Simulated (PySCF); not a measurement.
WSe2 at several levels of theory

All levels use the PBE0 minimum (triplet; W–Se 2.254 Å (×2); Se–W–Se 113.8°), basis [W def2-SVP with ECP60, Se def2-SVP], scalar-relativistic core potentials, density fitting, no spin–orbit coupling, PySCF. For vertical energies the ionised species is a doublet (spins chosen at PBE0 and kept). Atomisation goes to high-spin ground-configuration atoms, without zero-point energy. Open shells are unrestricted, also as the reference of the correlated levels. A dash marks a value that was not computed or is not defined at that level.

```tsv
level	atomisation (kJ/mol)	vertical IP (eV)	−ε(HOMO) (eV)	dipole (D)
PBE0	855	7.95	6.17	3.20
HF	359	7.01	8.03	3.55
MP2	–	8.24	–	–
PBE	952	7.66	4.98	2.64
r2SCAN	–	7.96	5.42	3.13
B3LYP	830	7.85	5.88	3.00
```

Spin contamination in at least one species weakens the values at: PBE0, HF, MP2.

Open d and f shells are described by one determinant, and the ground state may have another occupation or spin. With an element this heavy the missing spin–orbit coupling can shift these numbers.
